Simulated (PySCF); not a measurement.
PySCF input for CH5NO2Si2, SMILES N#CO[Si@H](O)[SiH3], B3LYP/pcSseg-1. The structure is a stationary point at PBE0-D3(BJ)/def2-SVP. The structure was generated by enumeration; whether it is a known compound was not checked. Other conformers were not sampled.

```python
import numpy as np
from pyscf import gto, scf, dft
from pyscf.prop.nmr import rks as nmr

mol = gto.M(
    atom='''
    N     2.24315913   -0.82691002    1.53166733
    C     1.83222610   -0.30981296    0.57494928
    O     1.38021207    0.25410192   -0.47812158
    Si   -0.29441897    0.64193414   -0.71203982
    O    -0.67833056    1.98716490    0.16268645
    Si   -1.54213867   -1.23843182   -0.06247507
    H    -0.32365942    1.02775310   -2.13815135
    H    -0.83810717    1.89270390    1.10714149
    H    -0.96920997   -2.47195122   -0.67539014
    H    -2.94878132   -1.04160771   -0.52564742
    H    -1.51895804   -1.33881722    1.42736973
    ''',
    basis='pcSseg-1',
    charge=0,
    spin=0,
    max_memory=1600,
    verbose=3,
)
mf = dft.RKS(mol, xc='b3lyp')
mf.grids.level = 3
mf.conv_tol = 1e-10
mf.max_cycle = 100
mf.kernel()
n = nmr.NMR(mf)
n.verbose = 2
n.max_cycle_cphf = 60
sigma = n.kernel()
print('atom   isotropic/ppm   span/ppm')
for i, s in enumerate(sigma):
    w = np.linalg.eigvalsh((s + s.T) / 2)
    print(f'{mol.atom_symbol(i):2s}{i + 1:3d} {w.mean():14.3f} {w[2] - w[0]:11.3f}')
```

Program output:

```
converged SCF energy = -825.345559269064
atom   isotropic/ppm   span/ppm
N   1         73.646     402.745
C   2         64.526     333.976
O   3        235.296      68.301
Si  4        330.262      55.335
O   5        251.452     135.017
Si  6        450.768      17.582
H   7         26.457       8.712
H   8         28.571      16.451
H   9         27.821       8.270
H  10         28.082       8.210
H  11         27.741       7.421
```

The calculation finished and met its thresholds.

Cost: around 70 core-seconds (rough).
